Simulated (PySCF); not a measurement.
## Pb(CH3)2 at several levels of theory

Computed with PySCF 2.14.0 (density fitting, no spin-orbit coupling) at the geometry relaxed with PBE0:

```xyz
9
Pb(CH3)2 (singlet)
Pb    0.0000    0.0000   -0.7707
C     1.6495    0.0000    0.8402
H     2.6600    0.0000    0.4070
H     1.5282    0.8891    1.4813
H     1.5282   -0.8891    1.4813
C    -1.6495    0.0000    0.8402
H    -2.6600    0.0000    0.4070
H    -1.5282   -0.8891    1.4813
H    -1.5282    0.8891    1.4813
```

```csv
level,basis,state,HOMO (eV),gap (eV),charge on Pb1 (e),dipole about the centre of mass (D),largest force component (eV/Å)
PBE0,"Pb def2-SVP with ECP60, C def2-SVP, H def2-SVP",singlet,-5.94,3.72,0.47,0.53,0.01
r2SCAN,the same,singlet,-5.19,2.40,0.47,0.50,0.14
PBE0,"Pb def2-TZVP with ECP60, C def2-TZVP, H def2-TZVP",singlet,-6.01,3.73,0.58,0.77,0.32
```

Charges are Mulliken's, which hang on the basis. The relaxation used the grid (50, 194), these runs (75, 302) or, all-electron (x2c bases, spin-free X2C Hamiltonian), (99, 590).

Task: What does BLYP with Pb def2-SVP with ECP60, C def2-SVP, H def2-SVP give here?

Result: state singlet, HOMO (eV) -4.82, gap (eV) 1.89, charge on Pb1 (e) 0.38, dipole about the centre of mass (D) 0.44, largest force component (eV/Å) 0.70. Time: 3.4 s on 2 threads of Arm Neoverse V2, on a shared host, from an already converged density.

In the first row's basis the gap widens with exact exchange: 1.9 to 2.4 eV for BLYP, r2SCAN (none); 3.7 eV for PBE0 (a fixed share).
